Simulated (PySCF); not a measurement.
**Charge on either side of a bond**

Species: C4H10Cl2OSi.
Numbering: `[CH3:1][O:2][C@H:3]([CH2:4][Cl:5])[SiH2:6][CH2:7][Cl:8]` (hydrogens: H9, H10, H11 on C1; H12 on C3; H13, H14 on C4; H15, H16 on Si6; H17, H18 on C7)

Structure used (GFN2-xTB), in Å, numbered top down from 1:
```
atom  x, y, z in Å
C1     2.263    1.455   -0.093
O2     1.208    0.793   -0.750
C3     0.352    0.041    0.090
C4     1.030   -1.244    0.557
Cl5   -0.195   -2.355    1.190
Si6   -1.195   -0.287   -1.000
C7    -2.765   -0.277    0.095
Cl8   -2.882    1.320    0.883
H9     1.889    2.051    0.748
H10    2.718    2.114   -0.830
H11    3.019    0.753    0.277
H12    0.087    0.641    0.974
H13    1.756   -1.080    1.356
H14    1.513   -1.735   -0.288
H15   -1.275    0.821   -1.948
H16   -1.099   -1.587   -1.666
H17   -3.669   -0.400   -0.494
H18   -2.764   -1.019    0.889
```

Atomic charges (e) from the PBE0/pcSseg-1 density (PySCF):

```
atom  Mulliken      IAO  Hirshfeld  ESP-fitted
  C1   -0.0255  -0.2031    -0.0385     -0.1008
  O2   -0.5162  -0.3907    -0.1360     -0.3747
  C3   -0.2333  -0.1782    -0.0505     +0.1936
  C4   -0.1589  -0.2545    -0.0437     -0.4272
 Cl5   -0.1583  -0.0951    -0.0240     -0.1280
 Si6   +0.7107  +0.7676    +0.3111     +0.4731
  C7   -0.4995  -0.5270    -0.1303     -0.5572
 Cl8   -0.1762  -0.1082    -0.0691     -0.1366
  H9   +0.0948  +0.1263    +0.0412     +0.0723
 H10   +0.1268  +0.1622    +0.0538     +0.1204
 H11   +0.0930  +0.1206    +0.0370     +0.0759
 H12   +0.1430  +0.1314    +0.0239     +0.0830
 H13   +0.1678  +0.1601    +0.0471     +0.2079
 H14   +0.1670  +0.1657    +0.0471     +0.2122
 H15   -0.0439  -0.1040    -0.0736     -0.0888
 H16   -0.0575  -0.1198    -0.0791     -0.1000
 H17   +0.1763  +0.1707    +0.0476     +0.2395
 H18   +0.1897  +0.1759    +0.0355     +0.2353
```

Task: Cut each of the bonds C1–O2, O2–C3, C4–C3, Si6–C3 and C7–Si6 in turn and sum the charges on the side of the atom named first.

Result: In e; the other side holds the opposite charge:

```tsv
bond cut	piece	atoms	Mulliken	IAO	Hirshfeld	ESP-fitted
C1–O2	CH3	4	+0.289	+0.206	+0.093	+0.168
O2–C3	CH3O	5	-0.227	-0.185	-0.043	-0.207
C4–C3	CH2Cl	4	+0.018	-0.024	+0.026	-0.135
Si6–C3	CH4ClSi	7	+0.300	+0.255	+0.042	+0.065
C7–Si6	CH2Cl	4	-0.310	-0.289	-0.116	-0.219
```

Extremes among these pieces. Mulliken: lowest CH2Cl at C7, highest CH4ClSi at Si6; IAO: lowest CH2Cl at C7, highest CH4ClSi at Si6; Hirshfeld: lowest CH2Cl at C7, highest CH3 at C1; ESP-fitted: lowest CH2Cl at C7, highest CH3 at C1.

Task: Do the schemes agree better on the pieces than on the single atoms at the cuts?

Result: The spread between schemes averages 0.199 e for the pieces and 0.365 e for the atoms named first; it is smaller for the piece at 4 of the 5 cuts. On average they agree better on the pieces.

Isolated species at its GFN2-xTB geometry (one conformer only).
